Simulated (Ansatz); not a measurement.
**Molecular dynamics of H$_{12}$Si$_{5}$**

input.yaml

```yaml
crystal:
  periodic: [false, false, false]
  atoms:
    - { symbol: Si, position_ang: [0.000491, -3.9e-05, 0.000598] }
    - { symbol: Si, position_ang: [0.025006, -0.162919, 2.24894] }
    - { symbol: H, position_ang: [-1.316364, -0.225666, 2.787451] }
    - { symbol: H, position_ang: [0.724799, -1.352161, 2.683915] }
    - { symbol: H, position_ang: [0.683646, 0.975, 2.852707] }
    - { symbol: Si, position_ang: [2.116144, 0.135934, -0.766016] }
    - { symbol: H, position_ang: [2.894069, -1.019065, -0.373558] }
    - { symbol: H, position_ang: [2.149869, 0.213162, -2.21035] }
    - { symbol: H, position_ang: [2.78878, 1.309021, -0.251588] }
    - { symbol: Si, position_ang: [-1.138963, 1.847987, -0.606503] }
    - { symbol: H, position_ang: [-2.510116, 1.796553, -0.14769] }
    - { symbol: H, position_ang: [-0.539241, 3.04259, -0.052902] }
    - { symbol: H, position_ang: [-1.166666, 2.001261, -2.044889] }
    - { symbol: Si, position_ang: [-1.00007, -1.821036, -0.874168] }
    - { symbol: H, position_ang: [-2.340491, -1.986493, -0.355394] }
    - { symbol: H, position_ang: [-1.099265, -1.72714, -2.314513] }
    - { symbol: H, position_ang: [-0.262225, -3.026888, -0.566341] }
basis:
  gaussian: { orbitals: STO-3G }
hamiltonian:
  xc: r2scan
  dispersion: d4
md:
  timestep: 0.5
  n_steps: 104
  ensemble: nvt_langevin
  temperature: 300.0
  initial_velocities: maxwell_boltzmann
  seed: 54538
  friction: 0.02
```

Launched with:

```bash
$ ansatz run input.yaml --threads 1 --pin off --max-ram 2048MiB --backend cpu --events-out ev --progress --plain --runs-dir out
```

It starts from a relaxed structure.

Output, in part (one step line in 4, the closing report, with atoms numbered from 0):

```
md step     0: t =     0.00 fs  T =   282.4 K  F+E_penalty+E_count = -39125.62802151 eV  E_kin = 0.620448 eV  (19 SCF iters)
md step     4: t =     2.00 fs  T =   216.8 K  F+E_penalty+E_count = -39125.49668461 eV  E_kin = 0.476311 eV  (18 SCF iters)
md step     8: t =     4.00 fs  T =   203.6 K  F+E_penalty+E_count = -39125.37353369 eV  E_kin = 0.447333 eV  (17 SCF iters)
md step    12: t =     6.00 fs  T =   173.5 K  F+E_penalty+E_count = -39125.36231881 eV  E_kin = 0.381145 eV  (18 SCF iters)
md step    16: t =     8.00 fs  T =   136.8 K  F+E_penalty+E_count = -39125.30219141 eV  E_kin = 0.300534 eV  (18 SCF iters)
md step    20: t =    10.00 fs  T =   133.3 K  F+E_penalty+E_count = -39125.21036413 eV  E_kin = 0.293006 eV  (18 SCF iters)
md step    24: t =    12.00 fs  T =   163.4 K  F+E_penalty+E_count = -39125.29861334 eV  E_kin = 0.359139 eV  (17 SCF iters)
md step    28: t =    14.00 fs  T =   189.9 K  F+E_penalty+E_count = -39125.33448049 eV  E_kin = 0.417325 eV  (21 SCF iters)
md step    32: t =    16.00 fs  T =   154.8 K  F+E_penalty+E_count = -39125.26252134 eV  E_kin = 0.340239 eV  (18 SCF iters)
md step    36: t =    18.00 fs  T =   187.8 K  F+E_penalty+E_count = -39125.31446989 eV  E_kin = 0.412650 eV  (18 SCF iters)
md step    40: t =    20.00 fs  T =   239.8 K  F+E_penalty+E_count = -39125.34775852 eV  E_kin = 0.526935 eV  (20 SCF iters)
md step    44: t =    22.00 fs  T =   178.1 K  F+E_penalty+E_count = -39125.23290483 eV  E_kin = 0.391334 eV  (18 SCF iters)
md step    48: t =    24.00 fs  T =   175.2 K  F+E_penalty+E_count = -39125.22216493 eV  E_kin = 0.384976 eV  (18 SCF iters)
md step    52: t =    26.00 fs  T =   197.6 K  F+E_penalty+E_count = -39125.25267114 eV  E_kin = 0.434157 eV  (20 SCF iters)
md step    56: t =    28.00 fs  T =   162.5 K  F+E_penalty+E_count = -39125.16726279 eV  E_kin = 0.357135 eV  (18 SCF iters)
md step    60: t =    30.00 fs  T =   218.2 K  F+E_penalty+E_count = -39125.24386874 eV  E_kin = 0.479382 eV  (18 SCF iters)
md step    64: t =    32.00 fs  T =   274.7 K  F+E_penalty+E_count = -39125.37303967 eV  E_kin = 0.603640 eV  (20 SCF iters)
md step    68: t =    34.00 fs  T =   261.6 K  F+E_penalty+E_count = -39125.31760898 eV  E_kin = 0.574905 eV  (20 SCF iters)
md step    72: t =    36.00 fs  T =   220.9 K  F+E_penalty+E_count = -39125.23336291 eV  E_kin = 0.485514 eV  (21 SCF iters)
md step    76: t =    38.00 fs  T =   253.7 K  F+E_penalty+E_count = -39125.27252601 eV  E_kin = 0.557552 eV  (21 SCF iters)
md step    80: t =    40.00 fs  T =   207.0 K  F+E_penalty+E_count = -39125.17782791 eV  E_kin = 0.454820 eV  (21 SCF iters)
md step    84: t =    42.00 fs  T =   157.3 K  F+E_penalty+E_count = -39125.07767262 eV  E_kin = 0.345636 eV  (18 SCF iters)
md step    88: t =    44.00 fs  T =   219.4 K  F+E_penalty+E_count = -39125.20439898 eV  E_kin = 0.482045 eV  (21 SCF iters)
md step    92: t =    46.00 fs  T =   242.3 K  F+E_penalty+E_count = -39125.34234058 eV  E_kin = 0.532526 eV  (21 SCF iters)
md step    96: t =    48.00 fs  T =   213.7 K  F+E_penalty+E_count = -39125.28853385 eV  E_kin = 0.469482 eV  (21 SCF iters)
md step   100: t =    50.00 fs  T =   220.1 K  F+E_penalty+E_count = -39125.29804136 eV  E_kin = 0.483683 eV  (20 SCF iters)
md step   104: t =    52.00 fs  T =   234.5 K  F+E_penalty+E_count = -39125.32229744 eV  E_kin = 0.515318 eV  (20 SCF iters)
Total energy: -39125.32230728 eV, -1437.8290746967 hartree
Atom 0 at    -0.091602    -0.056048    -0.059777 Å, force     0.391599     0.025218     1.116572 eV/Å
Atom 1 at    -0.024985    -0.256596     2.251380 Å, force     0.603754    -0.051115    -1.389600 eV/Å
Atom 2 at    -1.344801    -0.227351     2.792855 Å, force    -0.421980    -0.069390     0.366530 eV/Å
Atom 3 at     0.634997    -1.509122     2.592830 Å, force    -0.226194     0.185905     0.092005 eV/Å
Atom 4 at     0.753158     0.817344     2.844485 Å, force    -0.146320    -0.095419    -0.045193 eV/Å
Atom 5 at     2.047619     0.078435    -0.675528 Å, force    -0.290207    -0.680330    -0.074899 eV/Å
Atom 6 at     2.621424    -1.283558    -0.686332 Å, force     0.006576     0.853836    -0.224693 eV/Å
Atom 7 at     2.147607     0.783275    -1.939337 Å, force     0.322830    -0.280292    -0.000122 eV/Å
Atom 8 at     2.665729     0.866873     0.339271 Å, force     0.652136     0.239963     0.200275 eV/Å
Atom 9 at    -1.079323     1.893538    -0.565088 Å, force    -0.801077    -0.442592     1.039710 eV/Å
Atom 10 at    -2.479039     1.796383    -0.215448 Å, force    -0.084315     0.018755    -0.034450 eV/Å
Atom 11 at    -0.581169     2.965830     0.266960 Å, force     0.235591     0.082024    -0.222319 eV/Å
Atom 12 at    -1.059312     2.225873    -1.940806 Å, force     0.269222     0.319272    -0.787513 eV/Å
Atom 13 at    -0.985378    -1.889559    -0.982590 Å, force    -0.650536     0.823635     0.286199 eV/Å
Atom 14 at    -2.336386    -1.968154    -0.436285 Å, force     0.262202    -0.487489    -0.260968 eV/Å
Atom 15 at    -1.066124    -1.747028    -2.413419 Å, force    -0.062261    -0.104028    -0.166969 eV/Å
Atom 16 at    -0.176361    -3.035022    -0.676096 Å, force    -0.061021    -0.337954     0.105433 eV/Å
Dipole moment:     0.030347    -0.071349    -0.078390 e Å
```

All steps were run. The mean temperature of the second half is 27 % below the set value. A run of 0.052 ps of so small a system gives no equilibrium averages. Limits of this set-up: minimal basis.

The same pairs are bonded in the first frame and the last. Pairs count as bonded within 1.25 times the sum of covalent radii (0.12 Å more for H–H).

Last frame:

```xyz
17
Properties=species:S:1:pos:R:3
Si -0.092 -0.056 -0.060
Si -0.025 -0.257 2.251
H -1.345 -0.227 2.793
H 0.635 -1.509 2.593
H 0.753 0.817 2.845
Si 2.048 0.078 -0.675
H 2.621 -1.284 -0.686
H 2.148 0.783 -1.939
H 2.666 0.867 0.339
Si -1.079 1.893 -0.565
H -2.479 1.796 -0.215
H -0.581 2.966 0.267
H -1.059 2.226 -1.941
Si -0.985 -1.890 -0.983
H -2.336 -1.968 -0.436
H -1.066 -1.747 -2.413
H -0.176 -3.035 -0.676
```

The run took 14 min on 1 thread of Arm Neoverse V1, on a shared host, peak memory 0.15 GiB.
